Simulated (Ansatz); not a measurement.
A nudged elastic band was laid between two geometries of CH6OSZn (10 atoms, charge 0, multiplicity 1).

Theory: RKS PBE0/def2-SVP in Ansatz.

- movable images: 7
- climbing image: yes
- spring: 5.0 eV/Å²
- optimiser: quadratic models (default)
- start path: through a guess of the saddle point
- force threshold: 0.05 eV/Å
- iteration limit: 60
- end points: relaxed

First end point:

```xyz
10
Properties=species:S:1:pos:R:3
Zn -0.245 -0.195 -0.373
C 1.226 -1.447 -0.538
O -1.702 0.876 -0.604
H 0.298 2.278 1.569
S -0.486 1.274 2.017
H 1.647 -1.680 0.453
H 2.037 -1.033 -1.160
H 0.901 -2.393 -1.000
H -2.237 0.837 -1.402
H -1.439 1.485 1.037
```

Last end point:

```xyz
10
Properties=species:S:1:pos:R:3
Zn -1.430 0.842 0.108
C 1.178 -1.026 -0.084
O -1.767 0.109 -1.480
H 0.789 -0.770 0.914
S -1.130 1.644 2.104
H 2.043 -0.387 -0.309
H 0.400 -0.886 -0.849
H 1.496 -2.077 -0.078
H -1.772 0.719 -2.225
H 0.194 1.832 1.899
```

(1) Which bonds break or form, and what moves?

(2) Give the energies along the band, and the barrier.

(3) What is the geometry of the highest image?

Results:

(1) Bonds broken: Zn1–C2, H4–S5. Bonds formed: C2–H4. CH6OSZn becomes CH4 + H2OSZn.

(2) It converged. The highest image is number 4 of 0 to 8, 1.13 eV above the first end and 1.91 eV above the last; the last end lies 0.78 eV below the first. Neighbouring images differ by up to 1.8 eV, so the band resolves the path poorly. A vibrational analysis at the climbing image gives one clearly imaginary mode, 1195i cm⁻¹: a first-order saddle point. The orbitals stay closed-shell, which can raise the energy where a bond breaks towards radicals; this wasn't checked here.

| image | path coordinate (Å) | energy (eV) | Zn1–C2 (Å) | H4–S5 (Å) | C2–H4 (Å) |
| --- | --- | --- | --- | --- | --- |
| 0 | 0.00 | 0.00 | 1.94 | 1.35 | 4.38 |
| 1 | 1.28 | 0.11 | 1.94 | 1.35 | 3.91 |
| 2 | 2.57 | 0.24 | 1.94 | 1.35 | 3.49 |
| 3 | 3.85 | 0.32 | 1.95 | 1.35 | 2.69 |
| 4 | 5.14 | 1.13 | 2.10 | 1.64 | 1.53 |
| 5 | 6.59 | -0.66 | 3.03 | 2.71 | 1.10 |
| 6 | 8.04 | -0.74 | 3.06 | 3.43 | 1.10 |
| 7 | 9.49 | -0.76 | 3.11 | 3.20 | 1.10 |
| 8 | 10.94 | -0.78 | 3.21 | 3.31 | 1.10 |

(3) 
```xyz
10
Properties=species:S:1:pos:R:3
Zn -0.727 0.079 -0.455
C 1.108 -0.859 -0.063
O -1.885 0.235 -1.810
H 0.404 0.008 0.990
S -0.603 0.977 1.856
H 1.741 -0.977 0.832
H 1.755 -0.422 -0.841
H 0.827 -1.884 -0.360
H -2.656 0.757 -1.565
H 0.035 2.085 1.417
```

Time of the run: 6.3 min on 2 threads of Arm Neoverse V2, on a shared host, peak memory 0.26 GiB.
